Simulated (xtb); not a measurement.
CH₆O₂Si₂, SMILES [SiH3]C([SiH2]O)=O. All values are semi-empirical tight-binding results from xtb (GFN2-xTB unless named), good for trends rather than for accurate numbers. Geometry: GFN2-xTB. This is a generated structure with no PubChem entry under its InChIKey; it may be hypothetical. One conformer was computed; it need not be the lowest.

- point group as xtb finds it: Cs
- orbital gap: 1.88 eV
- dipole moment: 1.47 D
- zero-point energy: 38.7 kcal/mol
- G − E(el) at 298.15 K (modified RRHO): 17.9 kcal/mol
- static polarisability (D4 model): 78.4 bohr³
- solvation energy, GFN2-xTB/ALPB(water): -2.7 kcal/mol
- solvation energy, GFN2-xTB/ALPB(acetonitrile): -5.2 kcal/mol
